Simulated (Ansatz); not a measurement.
Mulliken charges of CH5FNSTa, SMILES `[CH3][Ta]([NH2])([F])=[S]` from r2SCAN/def2-TZVPP in Ansatz (PBE0-D4/def2-TZVP geometry).

```csv
atom,x (Å),y (Å),z (Å),charge (e)
C1,-1.299,-0.828,-0.205,-0.403
Ta2,0.294,0.573,-0.515,0.864
N3,1.549,0.283,0.956,-0.464
F4,0.990,0.225,-2.223,-0.320
S5,-0.588,2.528,-0.259,-0.310
H6,-1.793,-0.679,0.758,0.099
H7,-0.917,-1.855,-0.245,0.075
H8,-2.053,-0.707,-0.991,0.095
H9,1.718,0.915,1.725,0.194
H10,2.182,-0.505,1.001,0.170
```

Problem. By hand: the dipole of these point charges (1 e Å = 4.8032 D).

Solution. Σ q r = (0.187, -0.340, 0.453) e Å, of length 0.596 e Å = 2.86 D.

Problem. How does the dipole of the full density compare? (Best estimate.)

Solution. The calculation gave: (0.391, -0.625, 0.397) e Å, 4.02 D; the point charges give 0.71 times that, at 21° from its direction.

Point charges leave out the atoms' own dipoles, such as those of lone pairs, and Mulliken's split depends on the basis, so the two needn't agree.
